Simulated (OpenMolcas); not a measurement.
## Ag I: effect of the IPEA shift

* Program: OpenMolcas 26.06
* Basis: ANO-RCC-VTZP [7s6p4d2f1g]
* Scalar Hamiltonian: DKH2, point nucleus
* Active space: 11 electrons in 6 orbitals (4d 5s)
* State averaging: 2S+1 = 2 even, 6 roots
* Spin-orbit coupling: state interaction with AMFI integrals over the reference wave functions, term energies averaged over their components

Methods on the same reference wave functions:
A. CASSCF
B. SS-CASPT2, IPEA 0 Eh, imaginary shift 0.1 Eh (closed shells correlated: 4s 4p)
C. SS-CASPT2, IPEA 0.25 Eh, imaginary shift 0.1 Eh (closed shells correlated: 4s 4p)

Energies in cm⁻¹ above 4d¹⁰ 5s ²S_1/2, the measured ground level; measured values from NIST Handbook of Basic Atomic Spectroscopic Data.

| Level | A | B | C | Measured |
| --- | --- | --- | --- | --- |
| 4d¹⁰ 5s ²S_1/2 | 0.0 | 0.0 | 0.0 | 0.0 |
| 4d⁹ 5s² ²D_5/2 | 20895 | 28960 | 28620 | 30242 |
| 4d⁹ 5s² ²D_3/2 | 25160 | 33230 | 32890 | 34714 |

Deviations, from unrounded energies. A percentage is the sum of absolute deviations over the sum of measured energies, with the sign that they share, or ± where signs differ.

```json
{"Against measurement": "mean absolute deviation (cm-1)", "Levels": "2", "A": "9500", "B": "1400", "C": "1700"}
{"Against measurement": "other configurations (%)", "Levels": "2", "A": "-29.1", "B": "-4.3", "C": "-5.3"}
```

B lies closest to measurement on these levels and A furthest from it. The largest miss of B in the table is 4d⁹ 5s² ²D_3/2, by -1500 cm-1. The ranking rests on the paired levels alone, and a cruder setting can come out closer through cancelling errors.

Between B and C the level of the table that moves most is 4d⁹ 5s² ²D_3/2, by 340 cm-1 (lowest in C, highest in B). Moves below CASPT2's spread within the term are not significant.

The lowest spin-free term lies below A's lowest term by 0.647 hartree in B, 0.642 hartree in C.

CASPT2 does not keep the components of a term degenerate, so their means are used; among the terms shown or strongly mixed into the levels shown the widest spread is 150 cm-1 (4d⁹ 5s² ²D, C). A single d shell beside an s shell can misplace configurations of different d count against each other. Without dynamic correlation excited terms often stand tens of per cent too high (terms of higher spin than the ground term too low), and those without a measured partner can miss by more than the paired ones (holds for A). Measured partners are found by configuration, term and J. A level has none where our copy of the source lacks it or the pairing is in doubt (some pairs that miss far off the trend of their configuration count as doubtful), and it then counts in no deviation. Levels of configurations outside the active space are missing.
